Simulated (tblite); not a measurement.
Compound: C6H11FN2Si.
Numbering: `[CH3:1][NH:2][SiH2:3][C@H:4]([CH3:5])/[C:6]([C:7]#[N:8])=[CH:9]/[F:10]` (hydrogens: H11, H12, H13 on C1; H14 on N2; H15, H16 on Si3; H17 on C4; H18, H19, H20 on C5; H21 on C9)

Cartesian coordinates in Å at the GFN2-xTB level; atoms count from 1:
```
atom  x, y, z in Å
C1     3.1853    0.6633    0.7383
N2     1.8036    0.2511    0.8194
Si3    0.9371   -0.3528   -0.5215
C4    -0.8203   -0.7868    0.1239
C5    -1.5388   -1.6803   -0.8748
C6    -1.5619    0.4758    0.4185
C7    -1.2021    1.1134    1.6282
N8    -0.8793    1.5881    2.6212
C9    -2.4844    1.0242   -0.3750
F10   -3.0864    2.1868   -0.0779
H11    3.6903    0.0509   -0.0044
H12    3.2875    1.7121    0.4450
H13    3.6748    0.5243    1.7027
H14    1.3131    0.7352    1.5579
H15    1.6053   -1.5799   -0.9605
H16    0.7533    0.5459   -1.6758
H17   -0.7114   -1.3314    1.0658
H18   -1.5395   -1.2400   -1.8688
H19   -1.0297   -2.6384   -0.9373
H20   -2.5710   -1.8596   -0.5748
H21   -2.8343    0.6148   -1.3093
```

Computed with GFN2-xTB (tblite): harmonic, unscaled wavenumbers at the GFN2-xTB geometry, gas phase. This tight-binding method is rough: wavenumbers can miss measured ones by several per cent, in bad cases by 10 to 20. Modes of hydrogen on silicon can be 10 to 20 % off. One conformer, not necessarily the lowest.

Harmonic wavenumbers (cm⁻¹): 28.6, 64.9, 81.9, 108.4, 122.3, 136.4, 149.0, 189.0, 242.2, 257.0, 275.7, 279.6, 348.7, 364.2, 482.0, 487.7, 510.7, 577.4, 593.1, 635.2, 703.6, 746.0, 777.5, 810.4, 818.5, 844.1, 997.5, 1037.6, 1069.0, 1097.9, 1107.0, 1134.8, 1166.6, 1181.5, 1192.3, 1266.4, 1330.3, 1362.9, 1419.7, 1421.4, 1489.2, 1499.7, 1506.0, 1516.6, 1663.2, 2167.1, 2258.7, 2369.9, 2934.3, 2946.5, 2990.9, 3003.9, 3032.2, 3038.1, 3047.1, 3103.2, 3430.5.

A = 1470, B = 751.0, C = 580.0 MHz; mass 158.068 u (most abundant isotopes); point group C1, symmetry number 1.

Question: What is the zero-point energy?

Answer: ½Σν̃ = 34708 cm⁻¹ = 415.20 kJ/mol.

Question: What is S at 200 K and 1 bar for an ideal gas of classical rigid rotors and harmonic oscillators?

Answer: Translation 163.70, rotation 123.04, vibration 120.73: S = 407.5 J/(mol K).

Question: And Cp and H(200 K) − H(0)?

Answer: Cp = 154.39 J/(mol K), of which vibrations give 121.13 (their classical limit is 57 R = 473.9); H(200 K) − H(0) = 19.52 kJ/mol without the zero-point energy, 12.87 from vibrations.

Question: What must be added to the electronic energy to get the Gibbs energy at 200 K and 1 bar?

Answer: ZPE + [H(200 K) − H(0)] − T·S = 415.20 + 19.52 − 81.49 = 353.23 kJ/mol.

Question: Blend soft modes into free rotors: weight 1/[1 + (100 cm⁻¹/ν̃)⁴] for the oscillator and the rest for a rotor with moment μB/(μ + B), μ = h/(8π²ν), B = 10⁻⁴⁴ kg m². What vibrational entropy results?

Answer: 111.46 J/(mol K) in place of 120.73, which changes −T·S at 200 K by +1.85 kJ/mol.

Question: Which modes carry the vibrational entropy at 200 K?

Answer: 28.6 cm⁻¹: 21.48; 64.9 cm⁻¹: 14.72; 81.9 cm⁻¹: 12.83; 108.4 cm⁻¹: 10.59; 122.3 cm⁻¹: 9.64; 136.4 cm⁻¹: 8.80 J/(mol K); the other 51 give 42.67 together.

Hindered rotation and anharmonicity are outside this model. Other conformers, if any are populated, would add a mixing term that is left out. The structure is chiral; the term R ln 2 for an equal mix with its mirror image is left out.

Hardware: one thread of an AMD EPYC 9R45, no GPU, on a shared host. Cost: 0.72 s. The figure is for the frequency step alone.
